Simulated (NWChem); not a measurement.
System: C₂H₄BF₃; SMILES FCB(F)CF

NWChem printed, in part:

```
             Northwest Computational Chemistry Package (NWChem) 7.3.0
             --------------------------------------------------------

 CS  symmetry detected

                             Geometry "geometry" -> ""
                             -------------------------

 Output coordinates in angstroms (scale by  1.889725989 to convert to a.u.)

  No.       Tag          Charge          X              Y              Z
 ---- ---------------- ---------- -------------- -------------- --------------
    1 F                    9.0000    -0.69358036    -2.19894257     0.00000000
    2 C                    6.0000    -0.87635401    -0.83981015     0.00000000
    3 B                    5.0000     0.46324092    -0.02225324     0.00000000
    4 F                    9.0000     1.63486931    -0.63826280     0.00000000
    5 C                    6.0000     0.46245897     1.55196746     0.00000000
    6 F                    9.0000    -0.81790438     2.06490568     0.00000000
    7 H                    1.0000    -1.48228825    -0.53876666     0.87753200
    8 H                    1.0000    -1.48228825    -0.53876666    -0.87753200
    9 H                    1.0000     1.01064050     1.93327643    -0.88327500
   10 H                    1.0000     1.01064050     1.93327643     0.88327500

 Effective nuclear repulsion energy (a.u.)     225.6889746746

      Symmetry information
      --------------------

 Group name             Cs
 Group number              2
 Group order               2
 No. of unique centers     8

  pbe96 is a nonlocal functional; adding pw91lda local functional.

                                 NWChem DFT Module
                                 -----------------

 Summary of "ao basis" -> "ao basis" (spherical)
 ------------------------------------------------------------------------------
       Tag                 Description            Shells   Functions and Types
 ---------------- ------------------------------  ------  ---------------------
 F                           3-21g                   5        9   3s2p
 C                           3-21g                   5        9   3s2p
 B                           3-21g                   5        9   3s2p
 H                           3-21g                   2        2   2s

      Symmetry analysis of basis
      --------------------------

        a'         46
        a"         16

            General Information
            -------------------
          SCF calculation type: DFT
          Wavefunction type:  closed shell.
          No. of atoms     :    10
          No. of electrons :    48
           Alpha electrons :    24
            Beta electrons :    24
          Charge           :     0
          Spin multiplicity:     1
          Use of symmetry is: on ; symmetry adaption is: on
          Maximum number of iterations: 150
          AO basis - number of functions:    62
                     number of shells:    38
          Convergence on energy requested:  1.00D-06
          Convergence on density requested:  1.00D-05
          Convergence on gradient requested:  5.00D-04

              XC Information
              --------------
          PerdewBurkeErnzerhof Exchange Functional  1.000
            Perdew 1991 LDA Correlation Functional  1.000 local
           PerdewBurkeErnz. Correlation Functional  1.000 non-local

             Grid Information
             ----------------
          Grid used for XC integration:  medium
          Radial quadrature: Mura-Knowles
          Angular quadrature: Lebedev.
          Tag              B.-S. Rad. Rad. Pts. Rad. Cut. Ang. Pts.
          ---              ---------- --------- --------- ---------
          F                   0.50       49          11.0       434
          C                   0.70       49           9.0       434
          B                   0.85       49           7.0       434
          H                   0.35       45          10.0       434
          Grid pruning is: on
          Number of quadrature shells:   384
          Spatial weights used:  Erf1

      Superposition of Atomic Density Guess
      -------------------------------------

 Sum of atomic energies:        -397.88059497

      Non-variational initial energy
      ------------------------------

 Total energy =    -399.953486
 1-e energy   =    -999.857563
 2-e energy   =     374.215103
 HOMO         =      -0.295794
 LUMO         =       0.067883

      Symmetry analysis of molecular orbitals - initial
      -------------------------------------------------

  Numbering of irreducible representations:

     1 a'          2 a"

  Orbital symmetries:

     1 a'          2 a'          3 a'          4 a'          5 a'
     6 a'          7 a'          8 a'          9 a'         10 a'
    11 a'         12 a'         13 a'         14 a'         15 a"
    16 a'         17 a"         18 a'         19 a"         20 a'
    21 a'         22 a"         23 a"         24 a'         25 a"
    26 a'         27 a'         28 a'         29 a'         30 a"
    31 a"         32 a'         33 a'         34 a'

     ---------------------------------------------
      Total Density - Mulliken Population Analysis
     ---------------------------------------------

    Atom       Charge   Shell Charges
 -----------   ------   -------------------------------------------------------
    1 F    9     9.49   1.98  0.45  2.56  1.51  2.98
    2 C    6     6.22   1.99  0.39  1.38  1.08  1.37
    3 B    5     3.93   1.99  0.45  0.92  0.37  0.20
    4 F    9     9.47   1.99  0.45  2.58  1.50  2.95
    5 C    6     6.22   1.99  0.39  1.38  1.09  1.38
    6 F    9     9.49   1.98  0.45  2.56  1.51  2.98
    7 H    1     0.79   0.42  0.37
    8 H    1     0.79   0.42  0.37
    9 H    1     0.80   0.42  0.37
   10 H    1     0.80   0.42  0.37

[...]
```

Level: PBE/3-21G. Coordinates come from a PBE0/def2-SVP optimisation.

Which NWChem input produces such a log?

One answer among several that fit: the input that was run:
```
start job
memory heap 200 mb stack 900 mb global 1100 mb
geometry units angstroms noautoz
  F     -0.637729    -2.222338     0.000000
  C     -0.856997    -0.868614     0.000000
  B      0.460121    -0.015318     0.000000
  F      1.647896    -0.599588     0.000000
  C      0.416993     1.558312     0.000000
  F     -0.876705     2.036623     0.000000
  H     -1.470810    -0.583979     0.877532
  H     -1.470810    -0.583979    -0.877532
  H      0.954719     1.954229    -0.883275
  H      0.954719     1.954229     0.883275
end
basis spherical
  * library 3-21g
end
dft
  xc xpbe96 cpbe96
  iterations 150
  mulliken
end
task dft energy
```
